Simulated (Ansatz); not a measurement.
Computed with Ansatz on PBE0-D4/def2-TZVP structures; ΔE is electronic, products minus reactants. CBS: MP2 limit from def2 TZ/QZ plus the TZ coupled-cluster correction, frozen cores. DFT in def2-TZVPP. B3LYP here is the variant with VWN-RPA as its local correlation; programs differ in this. HSE06 is defined as in plane-wave codes. No spin–orbit coupling; open shells (•) take unrestricted orbitals. Spin–orbit coupling would lower the free atoms: clearly for Br. Elements past krypton have def2 core potentials. For Br, In outer-core shells are correlated without core-valence functions, so the limit isn't a true one: a few kJ/mol of doubt a bond, and 10 to 20 or more in all where bonds break to atoms. Scalar relativity is left out up to krypton. Each species was taken in one conformer, which may not be the lowest.

Consider the homolysis of the Br–In bond: `[NH2][InH][Br]` → Br• + `[NH2][InH]`•.

`[NH2][InH][Br]`:

Cartesian coordinates in Å:
```
N 0.840 0.044 -0.811
In -0.416 -0.271 0.708
Br -2.666 0.599 0.139
H 0.585 0.713 -1.521
H 1.839 0.016 -0.683
H -0.182 -1.101 2.167
```

`[NH2][InH]`•:

```xyz
5

N    -0.595   -0.450    0.367
In    1.299    0.100   -0.141
H    -1.387    0.015   -0.054
H    -0.821   -1.416    0.549
H     1.505    1.750   -0.721
```

```
             level  ΔE (kJ/mol)  difference from CCSD(T)/CBS
         r2SCAN-D4        372.3                        -20.1
            B97M-V        374.4                        -18.0
        r2SCANh-D4        371.0                        -21.4
          BHLYP-D4        359.4                        -33.0
               PBE        365.5                        -26.9
             B3LYP        349.3                        -43.1
             HSE06        368.8                        -23.6
             BHLYP        351.3                        -41.1
         CAM-B3LYP        358.8                        -33.6
           LC-ωPBE        367.4                        -25.0
RPA@PBE/def2-TZVPP        332.0                        -60.4
       HF/def2-SVP        278.7                       -113.7
     CCSD/def2-SVP        346.1                        -46.3
     HF/def2-TZVPP        282.3                       -110.1
      HF/CBS(def2)        281.3                       -111.1
    CCSD/CBS(def2)        384.0                         -8.4
       CCSD(T)/CBS        392.4                            0
```

Largest T1 diagnostic among the species: 0.019.

Leaving LDA and LC-ωPBE aside and taking each functional with its dispersion term where it has one, the values, not all of them listed here, spread over 34.8 kJ/mol, from BLYP-D4 to ωB97X-V. LDA lies +56.6 kJ/mol from PBE without D4, its usual overbinding. In def2-TZVPP, CCSD(T) changes the Hartree–Fock value by +87.6 kJ/mol (the triples alone add +8.4 kJ/mol) and MP2 by +106.5 kJ/mol; breaking electron pairs costs correlation energy, which Hartree–Fock lacks.

CCSD(T)/CBS has its own doubt, a few kJ/mol and more with outer-core shells, so smaller differences from it don't rank the levels.
